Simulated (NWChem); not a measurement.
System: ZnH$_{2}$Se; SMILES [ZnH][SeH]

```xyz
4

Zn     0.0124    -1.1962     0.0000
H      0.0082    -2.7379     0.0000
Se     0.0312     1.1028     0.0000
H     -1.4424     1.1258     0.0000
```
Atoms are numbered in this order, from 1.

Structure relaxed at the PBE0/def2-SVP level.

Symmetry labels are those of Cs in the frame above (b1 and b2, or b-type labels, depend on it).

Question: List the 4 lowest vertical singlet excitations from PBE0/def2-SVPD, TDA (NWChem).

Answer: 
| state | energy (eV) | oscillator strength | symmetry | leading excitation (squared amplitude) |
|---|---|---|---|---|
| S1 | 4.81 | 0.000 | a" | HOMO → LUMO (0.99) |
| S2 | 5.19 | 0.065 | a" | HOMO → LUMO+2 (0.99) |
| S3 | 5.52 | 0.032 | a' | HOMO → LUMO+1 (0.89) |
| S4 | 5.82 | 0.000 | a" | HOMO → LUMO+3 (0.98) |
